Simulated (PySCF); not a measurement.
Constitutional and geometric isomers with formula C2H4B2. Isolated molecules, 0 K electronic values unless said otherwise. One relaxed conformer stands for each flexible species; it need not be the lowest. Strings in code marks are SMILES.

All values below come from PBE-D3(BJ)/def2-TZVP // CAM-B3LYP-D3(BJ)/def2-TZVP (PySCF). 

| species | LUMO (eV) | HOMO (eV) |
|---|---|---|
| `B1=BCC1` | -3.49 | -4.37 |
| `B=C=BC` | -2.12 | -6.12 |
| `B1B=C1C` | -3.03 | -6.69 |
| `B(B)C#C` | -3.08 | -6.50 |
| `BC#CB` | -3.37 | -7.51 |
| `B=BC=C` | -4.94 | -4.49 |
